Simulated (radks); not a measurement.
Values are calculated unless marked as measured or tabulated.
Mean orbital radii <r> (bohr) of the calcium ion Ca2+, [Ar], at several levels of relativity; Dirac values are averaged over j with weights 2j + 1. Spin-unpolarised spherical Kohn-Sham, BLYP, point nucleus unless stated (finite: rms radius 3.4776 fm), a radial shooting solver on a logarithmic mesh with Libxc functionals. A level marked "c x" has the speed of light scaled by that factor and shares open shells by 2j + 1; other Dirac levels either fill j = l - 1/2 first or share by 2j + 1.

shell  non-rel.  scalar-rel., finite nucleus  Dirac, c x 1.25  Dirac, c x 100  change of magnitude, last against first (%)
1s      0.07737                      0.07684          0.07703         0.07737                                        0.00
2s       0.3670                       0.3645           0.3653          0.3670                                        0.00
2p       0.3287                       0.3278           0.3281          0.3286                                        0.00
3s        1.158                        1.151            1.154           1.158                                        0.00
3p        1.261                        1.259            1.260           1.261                                        0.00
